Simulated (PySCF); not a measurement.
Ligand exchange on a metal centre used in film growth or etching (Sc NH2-Br). Gas-phase values, no solvent. One relaxed conformer stands for each flexible species; it need not be the lowest.

The charge on the central atom (Mulliken) from two functionals at the same geometries (BP86-D3(BJ)/def2-SVP), both in PySCF: PBE-D3(BJ)/def2-TZVP and TPSSh-D3(BJ)/def2-TZVP. 

```
species                                     PBE-D3(BJ)/def2-TZVP (e)  TPSSh-D3(BJ)/def2-TZVP (e)
------------------------------------------  ------------------------  --------------------------
0 of 3 NH2 replaced by Br ([Sc(NH2)3])                          1.23                        1.39
1 of 3 NH2 replaced by Br ([Sc(NH2)2(Br)])                      1.15                        1.28
2 of 3 NH2 replaced by Br ([Sc(NH2)(Br)2])                      1.06                        1.18
3 of 3 NH2 replaced by Br ([Sc(Br)3])                           0.99                        1.09
```

Over these rows, drawn at random from the members with no instability flagged (it was tested for open shells, ions and some series alone), PBE minus TPSSh-D3(BJ): mean -0.13 e, from -0.15 e to -0.11 e.
